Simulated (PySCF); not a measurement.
A GIAO shielding run with PySCF 2.14.0 with density-fitted response routines (density fitting, non-relativistic, gas phase) on `O=S1(=O)CCCC(F)(F)C1`, C₅H₈F₂O₂S:

```
$ OMP_NUM_THREADS=1 python probes_run.py task.json out

{"job": {"kind": "nmr", "xc": "PBE0", "basis": "pcSseg-1"}, "charge": 0, "multiplicity": 1}
O      2.690963     0.828386    -0.797844
S      1.556132     0.637344     0.058409
O      1.616407     1.160358     1.387789
C      1.140153    -1.129484     0.135123
C     -0.210258    -1.241933     0.809384
C     -1.322532    -0.644435    -0.049635
C     -1.189784     0.868236    -0.185485
F     -2.241872     1.333263    -0.939231
F     -1.362130     1.454456     1.027808
C      0.105293     1.337025    -0.814294
H      1.927613    -1.607840     0.711108
H      1.148166    -1.503821    -0.884701
H     -0.162492    -0.708533     1.761460
H     -0.444266    -2.288339     1.014512
H     -2.293918    -0.843192     0.408758
H     -1.321977    -1.079909    -1.050833
H      0.170556     1.013560    -1.849009
H      0.185187     2.421176    -0.754975
```

Hardware: 1 thread of an Arm Neoverse N1, shared host. The job also computes population analyses, field gradients, ring-centre shieldings.

Q: How large is the calculation?

A: 88 electrons, 217 basis functions and 1148 auxiliary functions.

Q: How long does it take, and how much memory does it need?

A: 67 s of wall time, with 14 SCF cycles and 4 response iterations; peak memory 1 GiB. Times on a shared host scatter by some tens of per cent.
